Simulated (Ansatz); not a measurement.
```xyz
12

Si   -0.558   -0.469    1.442
C    -0.502    0.571   -0.111
C    -0.670    0.080   -1.376
Sn    1.797    0.002   -1.343
H     0.495   -0.088    2.412
H    -1.882   -0.222    2.086
H    -0.472   -1.902    1.068
H    -0.436    1.652   -0.003
H    -0.838    0.734   -2.225
H    -0.864   -0.976   -1.546
H     1.893   -0.938    0.145
H     2.037    1.555   -0.548
```

The species carries charge 0 and has multiplicity 1. Sn takes the def2 core potential.

(1) List the r2SCAN/def2-TZVPP orbital energies in eV (the Gaussian-basis code of Ansatz). (Best estimate.)

## Answers

(1) The calculation gave: Occupied: -1791.03, -274.29, -274.01, -141.50, -136.37, -96.36, -96.35, -96.34, -91.33, -91.11, -91.05, -25.69, -25.56, -25.51, -25.44, -25.32, -20.89, -15.91, -13.72, -12.31, -12.17, -10.89, -8.97, -8.81, -8.55, -8.02, -7.20, -5.59. Lowest empty: -2.43, -0.87, 0.23, 0.37, 0.84, 0.93, 1.48, 1.71.
